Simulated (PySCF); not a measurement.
# IrN2: from structure and modes to constants

Level of theory: UPBE0/[Ir def2-TZVP with ECP60, N def2-TZVP], scalar-relativistic core potentials, density fitting, no spin–orbit coupling, PySCF.

The quartet minimum has C∞v symmetry. Masses (u): Ir 192.96292, N 14.00307.

```xyz
3
charge 0 multiplicity 4, angstrom
Ir    0.3288    0.0000    0.0000
N    -1.7142    0.0000    0.0000
N    -2.8163    0.0000    0.0000
```

Harmonic wavenumbers (cm⁻¹): 84.6 (π, ×2), 282.0 (σ+, ×1), 2322.6 (σ+, ×1).

Question: What is the harmonic zero-point energy?

Answer: Half the sum of all 4 wavenumbers, 2774/2 = 1387 cm⁻¹, which is 16.6 kJ/mol (1 cm⁻¹ = 0.0119627 kJ/mol).

Question: Find the vibrational entropy and heat capacity at 298.15 K.

Answer: With u = 1.43878 ω/T, each mode gives S = R[u/(eᵘ−1) − ln(1−e⁻ᵘ)] and C = R u² eᵘ/(eᵘ−1)².
```json
{"ω (cm⁻¹)": "84.6 (×2)", "u": "0.408", "S (J/(mol K))": "15.82", "C (J/(mol K))": "8.20"}
{"ω (cm⁻¹)": "282.0", "u": "1.361", "S (J/(mol K))": "6.36", "C (J/(mol K))": "7.14"}
{"ω (cm⁻¹)": "2322.6", "u": "11.208", "S (J/(mol K))": "0.00", "C (J/(mol K))": "0.01"}
```
The sums over all modes are S = 38.0 and C = 23.6 J/(mol K); the softest mode gives 42 % of the entropy (each member, where degenerate).

Question: Give the standard entropy (298.15 K, 1 bar) by its translational, rotational, vibrational and spin parts, and Cp.

Answer: Sackur–Tetrode with M = 220.97 u gives 176.2; rotation with symmetry number 1 gives 72.0; vibration 38.0; spin R ln 4 = 11.5. The total is 297.7 J/(mol K), and Cp = 7/2 R + 23.6 = 52.7 J/(mol K).

This need not be the most stable arrangement of these atoms. Open d and f shells are described by one determinant, and the ground state may have another occupation or spin. Spin–orbit coupling, left out here, can matter for elements this heavy.
